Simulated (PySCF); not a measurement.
Species: 3,4-ethylenedioxythiophene, C6H6O2S.
SMILES: `c1scc2c1OCCO2`

All values: PBE0/def2-SVPD (PySCF, non-relativistic), on one gas-phase PBE0-D3(BJ)/def2-SVP geometry that isn't relaxed in the solvent. The solvent is an IEF-PCM continuum (cavity from Bondi-type radii × 1.2), and excitations are vertical TDDFT with non-equilibrium linear response and a frozen core. Specific hydrogen bonds and non-electrostatic terms are outside this model.

Gas-phase singlets (H = HOMO, L = LUMO):

| state | E (eV) | λ (nm) | f | leading configurations |
| --- | --- | --- | --- | --- |
| S1 | 5.255 | 236 | 0.156 | H→L 91% |
| S2 | 5.522 | 225 | 0.072 | H-1→L 95% |
| S3 | 5.592 | 222 | 0.004 | H→L+2 94% |
| S4 | 5.737 | 216 | 0.007 | H-1→L+2 90% |
| S5 | 5.851 | 212 | 0.002 | H→L+1 84% |

**Question.** How does the list change in cyclohexane (ε = 2.017)?

**Answer.** 
| state | E (eV) | λ (nm) | f | leading configurations | change by rank (eV) |
| --- | --- | --- | --- | --- | --- |
| S1 | 5.191 | 239 | 0.224 | H→L 93% | -0.064 |
| S2 | 5.440 | 228 | 0.100 | H-1→L 96% | -0.082 |
| S3 | 5.604 | 221 | 0.004 | H→L+1 94% | +0.012 |
| S4 | 5.748 | 216 | 0.008 | H-1→L+1 92% | +0.011 |
| S5 | 5.901 | 210 | 0.001 | H→L+2 88% | +0.050 |

**Question.** How does the list change in methanol (ε = 32.61)?

**Answer.** 
```
state  E (eV)  λ (nm)      f  leading configurations  change by rank (eV)
   S1   5.204     238  0.214                 H→L 93%               -0.051
   S2   5.437     228  0.091               H-1→L 96%               -0.085
   S3   5.660     219  0.003               H→L+1 94%               +0.068
   S4   5.791     214  0.007             H-1→L+1 91%               +0.054
   S5   5.945     209  0.000               H→L+2 90%               +0.094
```

**Question.** The ground-state energy changes by -0.247 eV from gas to methanol. By how much does the total energy of gas-phase S1 change?

**Answer.** E(S1) = E(S0) + excitation energy, so it changes by -0.247 − 0.051 = -0.298 eV: it is lowered more than the ground state, which is what a red shift means. This is the vertical state, with the slow part of the continuum still set for S0.

**Question.** How do the frontier levels move from gas to methanol?

**Answer.** 
```json
{"orbital": "LUMO+2", "gas (eV)": "0.62", "solvent (eV)": "0.68", "change (eV)": "+0.06"}
{"orbital": "LUMO+1", "gas (eV)": "0.57", "solvent (eV)": "0.59", "change (eV)": "+0.02"}
{"orbital": "LUMO", "gas (eV)": "-0.28", "solvent (eV)": "-0.40", "change (eV)": "-0.12"}
{"orbital": "HOMO", "gas (eV)": "-6.30", "solvent (eV)": "-6.42", "change (eV)": "-0.12"}
{"orbital": "HOMO-1", "gas (eV)": "-6.41", "solvent (eV)": "-6.51", "change (eV)": "-0.10"}
{"orbital": "HOMO-2", "gas (eV)": "-8.90", "solvent (eV)": "-8.88", "change (eV)": "+0.02"}
{"orbital": "HOMO-3", "gas (eV)": "-9.42", "solvent (eV)": "-9.48", "change (eV)": "-0.06"}
```

The HOMO–LUMO gap goes from 6.02 to 6.03 eV. Rows go by rank; for LUMO+1 and LUMO+2 the atom shares or the degeneracy differ between the runs, so the row needn't follow one orbital.
